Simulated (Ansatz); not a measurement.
Job for Ansatz (an electronic-structure program): R-CCSD(T)/aug-cc-pVTZ on H2O (SMILES O).

Ansatz 0.2 input:
```yaml
crystal:
  periodic: [false, false, false]
  atoms:
    - {symbol: O, position_ang: [-0.00000000, -0.00000000, 0.38961139]}
    - {symbol: H, position_ang: [-0.00000000, 0.76498632, -0.19485569]}
    - {symbol: H, position_ang: [0.00000000, -0.76498632, -0.19485569]}
basis:
  gaussian:
    orbitals: aug-cc-pVTZ
magnetization: {spin_polarized: false}
correlation: {method: ccsd_t, electrons: outside_noble_gas}
scf: {lower_state_search: off}
```

The log:

```
WARN ansatz: RAYON_NUM_THREADS=1 ignored (pool sized by the plan → 1); use --threads N
Functional definition: HF
these checks for a lower state are left out or cut short: stability, starts, cluster_reference, orbital_swaps, neighbouring_geometries, increment
integrals: 0.08 GiB planned
531 factors; integrals over basis functions are off by at most 8.4e-4 eV
mean field: 0.10 GiB planned
mean field evaluation 1: about -2067.8295 eV, gradient 3.4e1 eV
mean field evaluation 2: about -2067.8294 eV, gradient 3.4e1 eV
mean field evaluation 4: about -2069.6964 eV, gradient 1.4e0 eV
mean field evaluation 8: about -2069.7041 eV, gradient 4.4e-5 eV
mean field -2069.70410100 eV, -76.0602228159 hartree, gradient 2.5e-6 eV, S^2 0.000000; 0 other end points of the search recorded, 0 dependent functions left out
1 core orbitals not correlated
reference -2069.70410100 eV, -76.0602228159 hartree; 4, 4 occupied and 87, 87 virtual orbitals, 531 factors
second order -7.31256398 eV of doubles, -0.00000000 eV of singles
coupled cluster: 0.20 GiB planned
cycle   1  -7.27120173 eV  change    4.1e-2 eV  update   4.8e-2
cycle   2  -7.40914147 eV  change   -1.4e-1 eV  update   1.3e-2
cycle   3  -7.44383984 eV  change   -3.5e-2 eV  update   6.2e-3
cycle   4  -7.43954494 eV  change    4.3e-3 eV  update   1.2e-3
cycle   5  -7.43945444 eV  change    9.1e-5 eV  update   4.6e-4
cycle   6  -7.43953899 eV  change   -8.5e-5 eV  update   1.2e-4
cycle   7  -7.43947678 eV  change    6.2e-5 eV  update   3.8e-5
cycle   8  -7.43947021 eV  change    6.6e-6 eV  update   1.1e-5
cycle   9  -7.43946952 eV  change    6.9e-7 eV  update   3.4e-6
perturbative correction -0.23606302 eV, -0.0086751560 hartree
Total energy: -2077.37963353 eV, -76.3422934339 hartree
Checks for a lower state left out: stability, starts, cluster_reference, orbital_swaps, neighbouring_geometries, increment
```

Self-consistency was reached.

Cost: about 1.0 core-seconds (a rough figure).
